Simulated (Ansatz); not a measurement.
Geometry optimisation, RKS PBE0/6-31G* (Ansatz).

The input (input.yaml):

```yaml
crystal:
  periodic: [false, false, false]
  atoms:
    - { symbol: Al, position_ang: [0.004518, 0.557671, -0.341811] }
    - { symbol: H, position_ang: [0.004621, -0.014065, 2.356736] }
    - { symbol: O, position_ang: [1.487048, -0.185789, -0.694332] }
    - { symbol: H, position_ang: [1.565778, -1.009698, -1.180572] }
    - { symbol: O, position_ang: [-1.554102, -0.062759, -0.608526] }
    - { symbol: H, position_ang: [-1.701858, -0.958054, -0.930392] }
    - { symbol: Cl, position_ang: [0.104866, 2.599095, 0.429435] }
    - { symbol: H, position_ang: [0.039128, 0.655398, 2.121062] }
basis:
  gaussian: { orbitals: "6-31G*" }
hamiltonian:
  xc: pbe0
relax:
  f_tol: 0.03
  max_steps: 50
```

Launched with:

```bash
$ ansatz run input.yaml --threads 1 --pin off --max-ram 2048MiB --backend cpu --events-out ev --progress --plain --runs-dir out
```

Problem. Where does it end, and by what steps?

Solution. It converged. The force dipped under the threshold on the way, but the program's further checks kept it going. After 25 steps the energy has fallen by 0.158 eV; H8 moved furthest, 0.55 Å.

| step | energy less start (eV) | largest force component (eV/Å) | accepted |
| --- | --- | --- | --- |
| 0 | 0.0000 | 1.495 | yes |
| 1 | -0.1186 | 0.720 | yes |
| 2 | -0.1366 | 0.289 | yes |
| 3 | -0.1408 | 0.061 | yes |
| 4 | -0.1420 | 0.033 | yes |
| 5 | -0.1424 | 0.047 | yes |
| 6 | -0.1426 | 0.045 | yes |
| 7 | -0.1427 | 0.034 | yes |
| 8 | -0.1429 | 0.090 | yes |
| 9 | -0.1431 | 0.149 | yes |
| 10 | -0.1437 | 0.140 | yes |
| 11 | -0.1428 | 0.382 | no |
| 12 | -0.1448 | 0.067 | yes |
| 13 | -0.1443 | 0.388 | no |
| 14 | -0.1459 | 0.123 | yes |
| 15 | -0.1471 | 0.168 | yes |
| 16 | -0.1501 | 0.071 | yes |
| 17 | -0.1544 | 0.029 | yes |
| 18 | -0.0786 | 1.942 | no |
| 19 | -0.1522 | 0.280 | no |
| 20 | -0.1559 | 0.016 | yes |
| 21 | -0.1545 | 0.386 | no |
| 22 | -0.1569 | 0.076 | yes |
| 23 | -0.1573 | 0.065 | yes |
| 24 | -0.1577 | 0.024 | yes |
| 25 | -0.1579 | 0.015 | yes |

```xyz
8
Properties=species:S:1:pos:R:3
Al 0.021 0.696 -0.369
H -0.391 -0.018 2.065
O 1.506 -0.055 -0.717
H 1.577 -0.979 -0.974
O -1.514 -0.035 -0.436
H -1.643 -0.954 -0.689
Cl 0.082 2.737 0.058
H 0.311 0.190 2.214
```

Time of the run: 94 s on 1 thread of Arm Neoverse V1 (shared host), peak memory 0.15 GiB.
